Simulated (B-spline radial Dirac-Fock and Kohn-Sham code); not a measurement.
# Binding energies of S²⁺ in different valence configurations

Model: Dirac-Fock (average of configuration) total-energy differences with a finite nucleus, the Breit interaction including its frequency dependence, and self-energy and vacuum-polarisation corrections. Program: an atomic code on a B-spline grid. Correlation and solid-state effects are left out.

Reference: the tabulated ground configuration [Ne] 3s2 3p2, with 2p3/2 200.1 eV, 3s 44.73 eV, 3p 33.30 eV.

Shifts from the reference in eV.

```
configuration  average energy  2p3/2     3s     3p
 [Ne] 3s1 3p3          +11.91  +1.26  +2.45  -0.47
```

Values without a named source are computed, but for edge energies of neutral atoms, which are taken from tables.
